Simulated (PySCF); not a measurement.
A species of formula C6H12O2SSi has this rotational fingerprint, computed with PBE0/pcSseg-1 in PySCF (dipole) on a GFN2-xTB geometry, gas phase:

- Rotational constants: A = 1426, B = 774.6, C = 644.8 MHz
- Dipole components: |μa| = 1.73 D, |μb| = 0.99 D, |μc| = 1.35 D
- Inertial defect: -223.18 u·Å²
- κ: -0.67

Question: Which structure is it? (One computed conformer of each.)
A. `[CH3:1][O:2][C@@H:3]1[Si@@H:4]([S:5][CH3:6])[C@@:7]1([CH3:8])[CH:9]=[O:10]` with C1–O2–C3–Si4 -85°, C3–Si4–S5–C6 117°, Si4–C7–C9–O10 -117°
B. `[CH3:1][C:2](=[O:3])[C@@H:4]1[CH2:5][C@@:6]1([SiH3:7])[S@:8]([CH3:9])=[O:10]` with C1–C2–C4–C5 -128°, C5–C6–S8–C9 146°
C. `[CH3:1][CH2:2][Si:3]1([O:4][C:5]([CH3:6])=[O:7])[CH2:8][S:9][CH2:10]1` with C1–C2–Si3–O4 -42°, C2–Si3–O4–C5 -54°, Si3–O4–C5–C6 175°, C2–Si3–C8–S9 -109°, Si3–C8–S9–C10 -9°, C8–S9–C10–Si3 9°, C2–Si3–C10–S9 109°
D. `[CH3:1][S:2]/[CH:3]=[C:4](\[CH3:5])[CH2:6][SiH2:7][C:8](=[O:9])[OH:10]` with C1–S2–C3–C4 -175°, C3–C4–C6–Si7 91°, C4–C6–Si7–C8 -63°, C6–Si7–C8–O9 -26°, Si7–C8–O10–H 179°

Answer: B. It is CC(=O)[C@@H]1C[C@@]1([SiH3])[S@](C)=O, an asymmetric top, point group C1. The candidates at the same level (rigid rotor, commonest isotopes):

| SMILES | A (MHz) | B (MHz) | C (MHz) | μa (D) | μb (D) | μc (D) | Δ (u·Å²) | point group | rotor |
| --- | --- | --- | --- | --- | --- | --- | --- | --- | --- |
| CC[Si]1(OC(C)=O)CSC1 | 1468 | 659.3 | 554.6 | 2.23 | 0.53 | 1.53 | -199.48 | C1 | asymmetric top |
| CC(=O)[C@@H]1C[C@@]1([SiH3])[S@](C)=O | 1426 | 774.6 | 644.8 | 1.73 | 0.99 | 1.35 | -223.18 | C1 | asymmetric top |
| CO[C@@H]1[Si@@H](SC)[C@@]1(C)C=O | 1203 | 759.5 | 529.3 | 0.97 | 2.78 | 0.60 | -130.69 | C1 | asymmetric top |
| CS/C=C(\C)C[SiH2]C(=O)O | 1259 | 580.3 | 450.4 | 0.86 | 0.10 | 0.20 | -150.03 | C1 | asymmetric top |

`CO[C@@H]1[Si@@H](SC)[C@@]1(C)C=O` has C 18 % too low; `CC[Si]1(OC(C)=O)CSC1` has B 15 % too low; `CS/C=C(\C)C[SiH2]C(=O)O` has C 30 % too low. No structure here is proved a minimum.
